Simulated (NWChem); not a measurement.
Species: MoNH2SOF; SMILES [NH]=[Mo](=[O])([F])[SH]

```xyz
7

Mo    -0.0411    -0.2983     0.0281
O     -0.9227    -0.7005     1.3833
N     -0.9495    -0.6699    -1.3828
H     -1.8284    -1.0405    -1.7457
F      1.5787    -1.1959    -0.0393
S      0.2022     2.0277     0.0515
H      0.1378     2.1827    -1.2899
```
Atoms are numbered in this order, from 1.

All runs: NWChem. The geometry was optimised at PBE0/def2-SVP. def2 effective core potentials on Mo; no spin-orbit coupling.

Task: What does the run give for PBE/def2-SVP (core potentials)? Quantities: highest occupied level (eV); orbital gap (eV); dipole (D).

Result: 
```json
{
  "highest occupied level (eV)": "-6.83",
  "orbital gap (eV)": "3.60",
  "dipole (D)": "2.43"
}
```
